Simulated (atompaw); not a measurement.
# Which change was made? (Ge, PAW (atompaw))

atompaw 4.2.0.5 input, output lines left out:

```
Ge 32
GGA-PBE scalarrelativistic loggrid 1500 logderivrange -4 5 226
4 4 3 0 0 0
4 0 1.75
4 1 2.25
0 0 0
c
c
c
v
c
c
v
v
2
2.40 2.25 1.80 2.35
y
1.3
n
y
0.6
n
y
1.7
n
bloechl besselshape
3 1 vpsmatchnc
```

Cutoffs, loose and tight: the cutoffs (Ry, on a coarse ladder) from which the occupation-weighted sum of valence levels, in a spherical-Bessel basis at the reference potential, stays within 10 and 1 mRy of its value at 400 Ry. They see the waves, projectors and local potential, not the compensation charge or the core.

The base gives: outcome: generated; cutoff, loose: 80 Ry; cutoff, tight: 100 Ry; bound ghosts: s.

Q: After one change the result is: outcome: failed: atompaw: The overlap operator has at least one negative eigenvalue!. Which change was it?
A. local potential troulliermartins scheme with l = 3 at 1 Ry, radius 1.80 bohr
B. waves 4s (bound): rc 2.40 bohr; 4s channel at 1.3 Ry: rc 2.40 bohr; 4p (bound): rc 2.40 bohr; 4p channel at 0.6 Ry: rc 2.40 bohr; 3d (bound): rc 0.75 bohr; 3d channel at 1.7 Ry: rc 0.75 bohr; augmentation besselshape compensation charge, radius 2.25 bohr; PAW radius 2.40 bohr; waves and projectors: custom rrkj vanderbiltortho
C. waves 4s (bound): rc 2.40 bohr; 4s channel at 1.3 Ry: rc 2.40 bohr; 4p (bound): rc 2.40 bohr; 4p channel at 0.6 Ry: rc 2.40 bohr; 3d (bound): rc 0.75 bohr; 3d channel at 1.7 Ry: rc 0.75 bohr; augmentation besselshape compensation charge, radius 2.25 bohr; PAW radius 2.40 bohr; waves and projectors: custom polynom vanderbiltortho

A: C. The others give: waves 4s (bound): rc 2.40 bohr; 4s channel at 1.3 Ry: rc 2.40 bohr; 4p (bound): rc 2.40 bohr; 4p channel at 0.6 Ry: rc 2.40 bohr; 3d (bound): rc 0.75 bohr; 3d channel at 1.7 Ry: rc 0.75 bohr; augmentation besselshape compensation charge, radius 2.25 bohr; PAW radius 2.40 bohr; waves and projectors: custom rrkj vanderbiltortho → outcome: generated; cutoff, loose: 300 Ry; cutoff, tight: over 300 Ry; bound ghosts: s | local potential troulliermartins scheme with l = 3 at 1 Ry, radius 1.80 bohr → outcome: generated; cutoff, loose: 50 Ry; cutoff, tight: 60 Ry; bound ghosts: none.
